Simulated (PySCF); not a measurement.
Si(Br)(NH2) (BrH₂NSi), SMILES Br[Si]N (connectivity only; charge and spin as stated), neutral, multiplicity 1.

Geometry: PBE0-D3(BJ)/def2-TZVP. The values are those of a single conformer.

Method: TDDFT-ωB97X/def2-SVPD in PySCF.

Vertical excitations.  State labels are in the subgroup Cs.

Task: Give excitation energies, oscillator strengths and character. (Estimate from the structure and the level; the computed values follow.)

Result: 
| state | symmetry | energy (eV) | λ (nm) | f | main pairs |
|---|---|---|---|---|---|
| S1 | A" | 4.40 | 282 | 0.044 | HOMO→LUMO 99 % |
| S2 | A' | 5.88 | 211 | 0.013 | HOMO−1→LUMO 73 %, HOMO→LUMO+1 24 % |
| S3 | A" | 5.92 | 209 | 0.005 | HOMO−2→LUMO 98 % |
| S4 | A' | 6.43 | 193 | 0.475 | HOMO→LUMO+1 66 %, HOMO−1→LUMO 22 % |
| S5 | A' | 7.00 | 177 | 0.003 | HOMO−3→LUMO 52 %, HOMO→LUMO+2 31 % |
| S6 | A" | 7.10 | 175 | 0.018 | HOMO−1→LUMO+1 84 % |
| S7 | A' | 7.43 | 167 | 0.170 | HOMO→LUMO+3 40 %, HOMO−2→LUMO+1 28 %, HOMO−3→LUMO 12 %, HOMO→LUMO+6 7 % |
| S8 | A' | 7.45 | 166 | 0.182 | HOMO→LUMO+2 31 %, HOMO−3→LUMO 29 %, HOMO−2→LUMO+1 27 % |
| S9 | A' | 7.60 | 163 | 0.039 | HOMO→LUMO+3 36 %, HOMO−2→LUMO+1 27 %, HOMO→LUMO+2 17 %, HOMO→LUMO+4 10 % |
| S10 | A" | 7.85 | 158 | 0.002 | HOMO−1→LUMO+2 55 %, HOMO−3→LUMO+1 34 % |
| T1 | A" | 2.87 | 431 | 0 | HOMO→LUMO 93 % |
| T2 | A' | 4.81 | 258 | 0 | HOMO→LUMO+1 82 % |
| T3 | A' | 5.03 | 247 | 0 | HOMO−1→LUMO 77 %, HOMO−3→LUMO 20 % |
| T4 | A" | 5.78 | 215 | 0 | HOMO−2→LUMO 94 % |
Triplets are in the Tamm–Dancoff approximation, which puts them higher than full response would, so one can lie above its singlet here.
